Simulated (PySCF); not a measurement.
Mayer bond orders and bond lengths

C14H20.
Atom-mapped SMILES: `[CH3:1][c:2]1[cH:3][cH:4][c:5]2[c:6]([cH:7]1)[CH2:8][C@@H:9]([C:10]([CH3:11])([CH3:12])[CH3:13])[CH2:14]2` (hydrogens: H15, H16, H17 on C1; H18 on C3; H19 on C4; H20 on C7; H21, H22 on C8; H23 on C9; H24, H25, H26 on C11; H27, H28, H29 on C12; H30, H31, H32 on C13; H33, H34 on C14)

Geometry (PBE0-D3(BJ)/def2-SVP, Å), atoms numbered from 1 in this order:
```xyz
34
C14H20 angstrom
C      4.9564    0.4652   -1.0967
C      3.6244    0.4247   -0.4032
C      3.5447    0.4440    0.9960
C      2.3179    0.3814    1.6573
C      1.1461    0.3028    0.9111
C      1.2089    0.2853   -0.4866
C      2.4352    0.3450   -1.1403
C     -0.1739    0.1848   -1.0677
C     -1.0879    0.5890    0.1079
C     -2.5468    0.0877    0.0520
C     -3.2087    0.6284   -1.2187
C     -3.3019    0.6268    1.2706
C     -2.6377   -1.4405    0.0476
C     -0.2823    0.2172    1.3707
H      5.6943    1.0443   -0.5224
H      5.3676   -0.5503   -1.2242
H      4.8766    0.9119   -2.0985
H      4.4668    0.5178    1.5797
H      2.2835    0.4048    2.7501
H      2.4768    0.3390   -2.2339
H     -0.3144    0.8192   -1.9560
H     -0.3686   -0.8550   -1.3879
H     -1.1392    1.6934    0.0911
H     -2.7171    0.2468   -2.1266
H     -4.2680    0.3301   -1.2651
H     -3.1677    1.7293   -1.2498
H     -4.3721    0.3726    1.2119
H     -3.2199    1.7239    1.3349
H     -2.9121    0.2040    2.2092
H     -3.6922   -1.7573    0.0218
H     -2.1844   -1.8836    0.9474
H     -2.1427   -1.8809   -0.8313
H     -0.5005    0.8775    2.2237
H     -0.5094   -0.8125    1.7024
```

Bond orders from the PBE0/pcSseg-1 density (PySCF). Isolated species at its PBE0-D3(BJ)/def2-SVP geometry (one conformer only).

Q: How far do the computed orders between heavy atoms stray from the drawn ones?

A: The largest departure is 0.129, at C5–C6 (drawn aromatic, 1.371), counting aromatic bonds as 1.5. The bonds drawn aromatic range from 1.37 to 1.44.

Q: Give the Mayer order of every bond between heavy atoms, beside its length.

A: 
```tsv
bond	drawn as	length (Å)	Mayer order
C1–C2	single	1.502	1.073
C2–C3	aromatic	1.402	1.413
C3–C4	aromatic	1.395	1.440
C4–C5	aromatic	1.391	1.425
C5–C6	aromatic	1.399	1.371
C6–C7	aromatic	1.391	1.420
C6–C8	single	1.503	1.055
C8–C9	single	1.543	1.000
C9–C10	single	1.544	0.960
C10–C11	single	1.531	1.027
C10–C12	single	1.532	1.026
C10–C13	single	1.531	1.010
C9–C14	single	1.543	1.001
C7–C2	aromatic	1.401	1.385
C14–C5	single	1.503	1.054
```

Bonds between the same two heavy elements. C–C: lowest C9–C10 (0.960, 1.544 Å), highest C3–C4 (1.440, 1.395 Å); in 1 of the 105 pairs the longer bond (by over 0.003 Å) has the higher order (by 0.02 or more).

Q: And the bonds to hydrogen?

A: C–H: 0.91 to 0.98 (20 bonds).

Q: Sum the orders of all bonds at each heavy atom with more than one neighbour and set the sums beside the valence in the SMILES.

A: C1 3.931 (drawn 4), C2 3.871 (drawn 4), C3 3.819 (drawn 4), C4 3.843 (drawn 4), C5 3.850 (drawn 4), C6 3.846 (drawn 4), C7 3.787 (drawn 4), C8 3.898 (drawn 4), C9 3.891 (drawn 4), C10 4.023 (drawn 4), C11 3.908 (drawn 4), C12 3.907 (drawn 4), C13 3.884 (drawn 4), C14 3.898 (drawn 4). Orders between atoms that aren't bonded are not in these sums.

Mayer orders depend on the basis set.
